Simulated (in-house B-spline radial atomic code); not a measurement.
# Os V (Os4+): [Xe] 4f14 (5d3/2)1 (5d5/2)3 (an excited or competing configuration)

All numbers are computed (Dirac-Hartree-Fock, average of the jj configuration; Fermi nucleus of rms radius 5.4126 fm) with an all-electron radial atomic-structure program (B-spline basis), not measured.

Screening seen three ways: the hydrogenic charge with the same mean radius, Z_r = [3n² - l(l+1)]/(2<r>), the one with the same energy, Z_e = n√(-2ε), and Slater's rules. Values are occupation-weighted means over j. An effective charge above Z reflects the relativistic contraction of the inner shells.

```
shell  electrons   ε (eV)  <r> (bohr)    Z_r    Z_e  Slater
   1s          2   -74398     0.01773  84.58  73.95   75.70
   2s          2   -13136     0.07421  80.85  62.14   71.85
   2p          6   -11528     0.06682  74.83  58.22   71.85
   3s          2  -3156.7       0.193  69.96  45.70   64.75
   3p          6  -2670.2      0.1933  64.66  42.03   64.75
   3d         10  -2083.6      0.1763  59.56  37.13   54.85
   4s          2  -737.06      0.4319  55.57  29.44   48.25
   4p          6  -573.13      0.4576  50.26  25.96   48.25
   4d         10   -356.2       0.489  42.94  20.47   36.85
   5s          2  -153.64       1.013  37.01  16.80   18.35
   4f         14  -117.55      0.5495  32.76  11.76   25.45
   5p          6  -107.63       1.152  31.68  14.06   18.35
   5d          4  -54.408       1.539  22.42  10.00    6.95
```

The least bound orbital is 5d5/2 at -54.11 eV, and it is also the most diffuse (<r> = 1.548 bohr).

For the 1s electron the small component carries 8.26 % of the norm, the zero-frequency Breit interaction raises the level by 265.9 eV, self-energy by 167.7 eV, and vacuum polarisation lowers it by 32.68 eV.
